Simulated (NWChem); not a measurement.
CH$_{7}$NSi; SMILES C[SiH2]N

```xyz
10

Si    -0.4759     0.0661     0.0000
C      0.4499    -1.5836     0.0000
N      0.4781     1.5226     0.0000
H     -1.3317     0.1210     1.2186
H     -1.3317     0.1210    -1.2186
H      1.0869    -1.6913    -0.8861
H      1.0869    -1.6913     0.8861
H     -0.2624    -2.4191     0.0000
H      1.0000     1.7742    -0.8314
H      1.0000     1.7742     0.8314
```
Atoms are numbered in this order, from 1.

Computed with NWChem. Geometry optimised at B3LYP/6-31G*; all other runs use it. Pople sets run with spherical d functions. Vzz has the sign of the potential's second derivative.

```csv
quantity,level,value
highest occupied level (eV),CAM-B3LYP/6-31G*,-8.29
"first 1s excitation (eV), N K edge, unshifted","BHandHLYP/6-311G**, TDA",___
solvation free energy (kcal/mol) in water,"B3LYP/6-31G*, SMD",___
Vzz N3 (a.u.),PBE0/def2-SVP,-0.935
dipole (D),B3LYP/6-31G*,___
highest harmonic frequency (cm⁻¹),B3LYP/6-31G*,3645
```

Problem. What belongs in the gaps?

Solution. 
- first 1s excitation (eV), N K edge, unshifted, value: 399.0
- solvation free energy (kcal/mol) in water, value: -0.7
- dipole (D), value: 1.71
